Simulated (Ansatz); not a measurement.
Program: Ansatz. Geometries: PBE0-D4/def2-TZVP. ΔE: electronic, gas phase. CBS: MP2 limit from def2 TZ/QZ plus the TZ coupled-cluster correction, frozen cores. DFT in def2-TZVPP. B3LYP here is the variant with VWN-RPA as its local correlation; programs differ in this. For Br, Ga outer-core shells are correlated without core-valence functions, which leaves a few kJ/mol of doubt a bond. Scalar relativity is left out up to krypton. One conformer a species, not always the lowest.

Consider the redistribution: `[BH2][GaH][O]C` + `C[SiH](C)Br` → `C[O][GaH][Br]` + `B[SiH](C)C`.

```
             level  ΔE (kcal/mol)  difference from CCSD(T)/CBS
            PBE-D4           -4.8                         -1.4
         r2SCAN-D4           -4.9                         -1.5
           PBE0-D4           -4.9                         -1.5
          B3LYP-D4           -4.7                         -1.3
           ωB97X-V           -4.5                         -1.1
           ωB97M-V           -3.5                         -0.1
            B2PLYP           -4.6                         -1.2
               PBE           -4.8                         -1.4
            r2SCAN           -4.8                         -1.4
              PBE0           -4.9                         -1.5
             B3LYP           -4.7                         -1.3
     HF/def2-TZVPP           -6.3                         -2.9
    MP2/def2-TZVPP           -4.1                         -0.7
SCS-MP2/def2-TZVPP           -4.4                         -1.0
   CCSD/def2-TZVPP           -4.9                         -1.5
CCSD(T)/def2-TZVPP           -5.0                         -1.6
     HF/def2-QZVPP           -6.2                         -2.8
    MP2/def2-QZVPP           -3.1                          0.3
SCS-MP2/def2-QZVPP           -3.6                         -0.2
      HF/CBS(def2)           -6.2                         -2.8
     MP2/CBS(def2)           -2.4                          1.0
    CCSD/CBS(def2)           -3.3                          0.1
       CCSD(T)/CBS           -3.4                            0
```

Largest T1 diagnostic among the species: 0.015.

In def2-TZVPP, CCSD(T) changes the Hartree–Fock value by +1.3 kcal/mol (the triples alone add −0.1 kcal/mol) and MP2 by +2.2 kcal/mol.

CCSD(T)/CBS has its own doubt, a few kJ/mol and more with outer-core shells, so smaller differences from it don't rank the levels.
